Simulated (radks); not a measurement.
Spherical quantum dot in the effective-mass picture: electrons in a hard-walled sphere of radius 1.77, with a point charge +1 (a donor) at the centre, all in effective atomic units (hartree* = m*/eps^2 hartree, bohr* = eps/m* bohr), one dielectric constant everywhere. Calculated with a radial shooting solver with Libxc functionals: non-relativistic Kohn-Sham, LDA (Slater exchange, Perdew-Wang correlation), spin-polarised, spherical densities. Levels are named by radial order and angular momentum (1s, 1p, 1d, 2s, ...), and open shells are averaged over m. Results are scaled to m* = 0.06 and eps = 5.5, for which hartree* = 53.97 meV and bohr* = 4.851 nm. Each electron was tried in the lowest free levels, single moves between levels near the top were tried too, and the lowest total energy was kept; such a search can miss a lower state. At N = 1 the Hartree and exchange-correlation terms need not cancel, so that row can carry a self-interaction error.

N,open shells,2S,E (meV),addition energy mu(N+1) - mu(N) (meV),e(HOMO) (meV),rms radius (nm)
1,"1s(up 1, down 0)",1,6.26370,57.09,28.153,4.118
2,none,0,69.6190,143.6,85.073,4.276
3,"1p(up 1, down 0)",1,276.555,39.60,226.42,4.672
4,"1p(up 2, down 0)",2,523.089,40.80,266.83,4.877
5,"1p(up 3, down 0)",3,810.423,53.08,307.90,5.009
6,"1p(up 3, down 1)",2,1150.83,38.92,359.62,5.110
7,"1p(up 3, down 2)",1,1530.16,39.90,399.18,5.189
8,none,0,1949.39,143.3,439.34,5.254
9,"1d(up 1, down 0)",1,2511.90,38.05,581.48,5.347
10,"1d(up 2, down 0)",2,3112.45,38.30,619.68,5.423
11,"1d(up 3, down 0)",3,3751.31,38.46,658.07,5.487
12,"1d(up 4, down 0)",4,4428.63,38.55,696.58,5.542
13,"1d(up 5, down 0)",5,5144.49,49.67,735.16,5.590
14,"1d(up 5, down 1)",4,5910.03,37.55,784.26,5.633
15,"1d(up 5, down 2)",3,6713.11,37.79,821.95,5.672
16,"1d(up 5, down 3)",2,7553.99,37.94,859.82,5.707
17,"1d(up 5, down 4)",1,8432.80,38.04,897.82,5.739
18,none,0,9349.65,102.2,935.90,5.769
19,"2s(up 1, down 0)",1,10368.7,58.85,1043.8,5.748
20,none,0,11446.5,76.31,1102.9,5.725
21,"1f(up 1, down 0)",1,12600.7,36.94,1172.6,5.762
22,"1f(up 2, down 0)",2,13791.8,37.00,1209.6,5.795
23,"1f(up 3, down 0)",3,15019.9,37.04,1246.6,5.826
24,"1f(up 4, down 0)",4,16285.1,37.07,1283.7,5.855
25,"1f(up 5, down 0)",5,17587.3,37.09,1320.8,5.882
26,"1f(up 6, down 0)",6,18926.6,37.11,1357.9,5.908
27,"1f(up 7, down 0)",7,20303.1,47.21,1395.0,5.932
28,"1f(up 7, down 1)",6,21726.7,36.60,1441.9,5.954
29,"1f(up 7, down 2)",5,23186.9,36.66,1478.6,5.975
30,"1f(up 7, down 3)",4,24683.8,36.71,1515.3,5.996
31,"1f(up 7, down 4)",3,26217.5,36.75,1552.0,6.015
32,"1f(up 7, down 5)",2,27787.8,36.77,1588.7,6.033
33,"1f(up 7, down 6)",1,29394.9,36.79,1625.5,6.050
34,none,0,31038.9,173.8,1662.3,6.067
35,"1g(up 1, down 0)",1,32856.6,36.15,1835.8,6.087
36,"1g(up 2, down 0)",2,34710.5,36.18,1872.0,6.105
37,"1g(up 3, down 0)",3,36600.5,-,1908.2,6.123

All shells are closed at N = 2, 8, 18, 20, 34 (there: 1s2 1p6 1d10 2s2 1f14); the second difference of the energy has clear peaks (12 % above both neighbours; the first and last values, which can be the largest, are not judged, and half-filled shells can peak too) at N = 2, 5, 8, 13, 18, 20, 27, 34.
